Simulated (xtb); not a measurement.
Ga(F)2(SeH) (F2GaHSe), SMILES [F][Ga]([F])[SeH]. All values are semi-empirical tight-binding results from xtb (GFN2-xTB unless named), good for trends rather than for accurate numbers. The structure is a stationary point at GFN2-xTB. The structure was generated by enumeration; whether it is a known compound was not checked. The values are those of a single conformer.

For metal compounds this method's bond lengths and energies can be far off.

```yaml
point_group_as_xtb_finds_it: Cs
orbital_gap: 2.88 eV
zero_point_energy: 6.1 kcal/mol
G − E(el) at 298.15 K (modified RRHO): -14.6 kcal/mol
```
